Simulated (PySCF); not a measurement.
LDA on Li⁻ (lithium, charge -1), [He] 2s2, closed-shell 1S. Computed with PySCF 2.14 in aug-cc-pVDZ (4s3p2d, 23 functions), with the non-relativistic Hamiltonian (point nucleus).

```
cycle= 1 E= -7.36266662738382  delta_E= -0.000833  |g|= 0.00608  |ddm|= 0.22
cycle= 2 E= -7.36249875512905  delta_E= 0.000168  |g|= 0.00801  |ddm|= 0.205
cycle= 3 E= -7.36293877002645  delta_E= -0.00044  |g|= 7.62e-05  |ddm|= 0.115
cycle= 4 E= -7.36293878856016  delta_E= -1.85e-08  |g|= 3.22e-05  |ddm|= 0.00185
cycle= 5 E= -7.36293879444835  delta_E= -5.89e-09  |g|= 2.97e-08  |ddm|= 0.000421
cycle= 6 E= -7.36293879444837  delta_E= -2.49e-14  |g|= 1.05e-09  |ddm|= 5.39e-07
converged SCF energy = -7.36293879444837  <S^2> = -3.9968029e-15  2S+1 = 1
```

Highest occupied orbital energy: 0.834 eV; ⟨L²⟩ = 0.00; populations by l: s 4.00, p 0.00, d 0.00.

(1) Can this result be used?

## Answers

(1) With care. Self-consistency was reached. At LDA the highest occupied level has a positive energy, so only the finite basis holds that electron; in a semilocal or global hybrid functional this comes from self-interaction and does not mean that the real anion is unbound.
